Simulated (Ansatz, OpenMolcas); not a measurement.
A ladder of methods for CH3BFN (SMILES BN=CF)

The species is CH3BFN (7 atoms), meant as a singlet with charge 0. As SMILES, `BN=CF`. The shape is that of a PBE0-D4/def2-TZVP optimisation.

Each level gives the vertical electron affinity (to the doublet anion) (eV). The values are calculated.

The electron affinity is E(neutral) − E(anion): positive where the electron is bound.

```csv
level,kind,program,value (eV),CPU time (all runs)
HF/aug-cc-pVDZ,Hartree–Fock,Ansatz,-0.85,44 s
PBE/aug-cc-pVDZ,GGA,OpenMolcas,-0.31,3.4 min
r2SCAN/aug-cc-pVDZ,meta-GGA,OpenMolcas,-0.45,5.6 min
PBE0/aug-cc-pVDZ,global hybrid,OpenMolcas,-0.44,4 min
wB97M-V/aug-cc-pVDZ,range-separated hybrid,Ansatz,-0.79,5.8 min
wB97X/aug-cc-pVDZ,range-separated hybrid,Ansatz,-0.77,4.3 min
MP2/aug-cc-pVDZ,perturbation theory,Ansatz,-0.71,37 s
CCSD/aug-cc-pVDZ,coupled cluster or CI,Ansatz,-0.67,3.1 min
```

Where it was recorded, the anion's HOMO is positive in HF/aug-cc-pVDZ, PBE/aug-cc-pVDZ, r2SCAN/aug-cc-pVDZ, PBE0/aug-cc-pVDZ, wB97M-V/aug-cc-pVDZ, wB97X/aug-cc-pVDZ: a fault of the level (basis or self-interaction), which says nothing on whether the real anion is bound. The values span -0.85 to -0.31 eV. Negative values mean that the anion is unbound at that level; they are set by how diffuse the basis is and aren't properties of the molecule, whose anion may well be bound. Times are those of the runs behind each value, whatever else they computed, on shared processors of several kinds: orders of magnitude only.
